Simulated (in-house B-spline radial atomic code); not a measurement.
Radial electron density of the chlorine ion Cl³⁺, [He] 2s2 2p5 3s2 3p2 4p1. Computed with an all-electron radial atomic-structure program (B-spline basis): non-relativistic LDA VWN5, spin-polarised, spherical fractional occupations, point nucleus.

Columns: r (bohr), 4πr²n(r) (electrons per bohr), bar.

```
  0.0038   0.5146 #
 0.00463   0.7426 ##
 0.00562    1.058 ##
 0.00684    1.504 ###
 0.00832    2.116 #####
  0.0101    2.935 #######
  0.0123     4.04 #########
   0.015    5.482 ############
  0.0182    7.242 ################
  0.0221    9.359 #####################
  0.0269    11.79 ###########################
  0.0327    14.34 ################################
  0.0398    16.74 ######################################
  0.0484    18.61 ##########################################
  0.0588    19.52 ############################################
  0.0715     19.2 ###########################################
  0.0869    17.67 ########################################
   0.106    15.38 ###################################
   0.129    13.32 ##############################
   0.156     12.5 ############################
    0.19    13.38 ##############################
   0.231    15.48 ###################################
   0.281    17.35 #######################################
   0.342    17.32 #######################################
   0.416    14.66 #################################
   0.505    10.35 #######################
   0.615    6.255 ##############
   0.747    4.074 #########
   0.909    3.742 ########
    1.11     3.95 #########
    1.34    3.498 ########
    1.63    2.316 #####
    1.99    1.167 ###
    2.42   0.6231 #
    2.94   0.4873 #
    3.57   0.3844 #
    4.35   0.2068 
    5.28  0.06764 
    6.43  0.01191 
    7.81 0.001086 
     9.5 4.417e-05 
    11.6 6.378e-07
```

On this grid the curve has 3 maxima, near 0.0588, 0.281, 1.11 bohr.

The 3p up radial function P(r) = rR(r), positive near the nucleus:

```csv
r (bohr),P
0.00463,0.001267
0.00684,0.002713
0.0101,0.005754
0.015,0.01218
0.0221,0.02491
0.0327,0.04991
0.0484,0.09601
0.0715,0.1734
0.106,0.2879
0.156,0.4155
0.231,0.4878
0.342,0.3752
0.505,-0.01222
0.747,-0.5679
1.11,-0.9231
1.63,-0.7686
2.42,-0.3272
3.57,-0.06237
5.28,-0.003645
```
